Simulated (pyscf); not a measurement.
Optimised with ωB97X-D3(BJ)/def2-SVP in PySCF. Singlets are restricted, triplets unrestricted.

Singlet (Å):
```xyz
9

F      1.2606    -1.7028     0.4541
C      0.1905    -0.8610     0.2907
C      0.3556     0.4654     0.8443
C     -0.7935     1.3270     0.6569
F     -1.9078     0.8154    -0.0132
H     -0.7164    -1.3212     0.7402
H     -0.0436    -0.7628    -0.7919
H     -1.1102     1.6725     1.6610
H     -0.4417     2.2318     0.1227
```

Triplet (Å):
```xyz
9

F      1.3751    -0.7209     0.1770
C      0.0746    -1.0336     0.5542
C     -0.6008     0.1399     1.1283
C     -0.9068     1.4583     0.5532
F     -1.7538     1.3401    -0.5423
H      0.1058    -1.8694     1.2742
H     -0.4674    -1.3730    -0.3512
H     -1.3821     2.1190     1.2984
H      0.0292     1.9399     0.2059
```

For these two minima of F–CH₂–C:–CH₂–F (SMILES FC[C]CF), which spin state lies lower at ωB97X-D3(BJ)/def2-TZVP, and by how much (electronic energies)?

The singlet, by 10.2 kcal/mol. Zero-point energy shifts E(triplet) − E(singlet) by +1.2 kcal/mol. The 7 functionals that were run give +2.6 (r²SCAN) to +12.1 kcal/mol (ωB97M-D3(BJ)). F–CH₂–C:–CH₂–F [singlet] lies 70.2 kcal/mol over its isomer H₂C=CH–CH(F)–F, and others may lie lower still (electronic energy, ωB97M-D3(BJ)). 

E(triplet) − E(singlet) by level (kcal/mol):

```json
[
 {"level": "ωB97X-D3(BJ)/def2-TZVP", "gap": "+10.2"},
 {"level": "PBE/def2-TZVP", "gap": "+8.1"},
 {"level": "r²SCAN/def2-TZVP", "gap": "+2.6"},
 {"level": "B3LYP-D3(BJ)/def2-TZVP", "gap": "+8.6"},
 {"level": "PBE0-D3(BJ)/def2-TZVP", "gap": "+4.7"},
 {"level": "M06-2X/def2-TZVP", "gap": "+6.4"},
 {"level": "ωB97M-D3(BJ)/def2-TZVP", "gap": "+12.1"},
 {"level": "HF/def2-TZVP", "gap": "-13.0"}
]
```

The triplet is the lowest one reached from the SCF start used.
